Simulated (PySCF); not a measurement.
# Structure from NMR data

Molecular formula: C₃NNa. Simulated spectra:

13C{1H} NMR (computed): δ 137.3 (C), 111.8 (C), 88.1 (C).

Theory: σ from GIAO-B97-2/pcSseg-2, structure optimised with PBE0-D3(BJ)/def2-TZVP, in PySCF 2.14.0 with density-fitted response routines (a single conformation, gas phase, no relativistic terms).

δ = σ(ref) − σ, references computed at the same level: 13C against TMS.

Question: Deduce the structure.

Answer: 
1. 3 carbon signals for 3 carbons: no two carbons are equivalent.
2. Carbon types of the structure: 3 × C.
3. δC 137.3, 88.1: alkyne carbon.
4. δC 111.8: nitrile carbon; C≡N carbons fall here, among the sp2 signals but without a proton.

The compound is Li/Na-Cyanoacetylene (N#CC#[C][Na]).

The data come from this structure; uniqueness wasn't tested.

Shifts are as computed. Against solution values, carbons near 30 ppm lie about +3 ppm off and those near 130 ppm about +7 ppm. Of 1211 compounds with measured shifts, 218 miss one by over three times the rms of a fit or turn the order of signals round; such compounds aren't used in these exercises.
